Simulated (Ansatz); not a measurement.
Isolated molecules relaxed with PBE0-D4/def2-TZVP in Ansatz; ΔE leaves out vibrations. CBS: MP2 limit from def2 TZ/QZ plus the TZ coupled-cluster correction, frozen cores. This one scheme is used for every species. Functionals use def2-TZVPP. B3LYP here is the variant with VWN-RPA as its local correlation; programs differ in this. No spin–orbit coupling; open shells (•) take unrestricted orbitals. Elements past krypton have def2 core potentials. For Sn outer-core shells are correlated without core-valence functions, which leaves a few kJ/mol of doubt a bond. Each species was taken in one conformer, which may not be the lowest.

Reaction (hydrogen abstraction from the Sn–H bond): `[NH2][SnH2][Cl]` + `[SiH3]`• → `[NH2][SnH][Cl]`• + SiH₄

```
          level  ΔE (kcal/mol)  difference from CCSD(T)/CBS
         PBE-D4          -21.9                         -3.3
      r2SCAN-D4          -20.7                         -2.1
        PBE0-D4          -19.5                         -0.9
        ωB97X-V          -19.4                         -0.8
         B2PLYP          -21.1                         -2.5
            PBE          -21.9                         -3.3
         r2SCAN          -20.7                         -2.1
          B3LYP          -22.9                         -4.3
CCSD/def2-TZVPP          -17.6                          1.0
 CCSD/CBS(def2)          -18.2                          0.4
    CCSD(T)/CBS          -18.6                            0
```

Largest T1 diagnostic among the species: 0.017.

In def2-TZVPP, CCSD(T) changes the Hartree–Fock value by −1.9 kcal/mol (the triples alone add −0.3 kcal/mol) and MP2 by −1.4 kcal/mol. From PBE to PBE0 (25 % exact exchange), in def2-TZVPP and without D4, ΔE moves by +2.4 kcal/mol.
